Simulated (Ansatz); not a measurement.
Relaxation of CH8GeNOSb (13 atoms, charge 0, multiplicity 1), to a largest force component of 0.015 eV/Å in at most 40 steps.

These are results of RKS LDA/def2-SVP in Ansatz 0.2.0, not measurements.

```xyz
13
Properties=species:S:1:pos:R:3:forces:R:3
N -1.404 0.588 0.764 -1.25 2.15 -0.77
C -0.384 0.080 -0.069 0.14 -0.67 -0.52
O -0.953 -0.382 -1.289 2.17 -0.49 -0.19
Ge 0.536 -1.389 0.884 -1.91 -0.29 1.18
Sb 1.120 1.613 -0.472 0.32 0.96 -0.56
H -1.029 1.055 1.617 0.02 -0.55 -0.24
H -1.859 1.431 0.234 0.48 -1.57 0.84
H -0.117 -0.665 -1.838 -2.04 0.65 1.03
H 1.049 -0.865 2.269 0.06 -0.10 -0.31
H 1.606 -1.985 0.043 0.83 -0.35 -0.58
H -0.605 -2.497 1.190 0.78 0.63 -0.21
H 1.990 0.610 -1.593 -0.08 0.10 -0.14
H 0.069 2.373 -1.724 0.49 -0.46 0.48
```

Question: Where does it end, and by what steps?

Answer: The run converged. After 11 steps the energy has fallen by 0.457 eV; H12 moved furthest, 0.34 Å.

```
step  energy less start (eV)  largest force component (eV/Å)  accepted
   0                  0.0000                           2.170       yes
   1                 -0.3399                           1.322       yes
   2                 -0.4147                           0.538       yes
   3                 -0.3308                           1.347        no
   4                 -0.4452                           0.220       yes
   5                 -0.4526                           0.153       yes
   6                 -0.4559                           0.028       yes
   7                 -0.4563                           0.055       yes
   8                 -0.4569                           0.068       yes
   9                 -0.4573                           0.024       yes
  10                 -0.4573                           0.028        no
  11                 -0.4573                           0.003       yes
```

```xyz
13
Properties=species:S:1:pos:R:3
N -1.406 0.643 0.699
C -0.363 0.073 -0.048
O -0.911 -0.395 -1.235
Ge 0.468 -1.391 0.976
Sb 1.324 1.578 -0.563
H -1.153 0.911 1.655
H -1.891 1.407 0.207
H -0.180 -0.518 -1.873
H 0.974 -0.876 2.349
H 1.677 -1.902 0.157
H -0.544 -2.539 1.182
H 1.858 0.613 -1.905
H 0.168 2.361 -1.586
```

Whether the end is a true minimum wasn't checked by a vibrational analysis.

Run time: 38 s on 2 threads of Arm Neoverse V1, with other jobs on the host, peak memory 0.2 GiB.
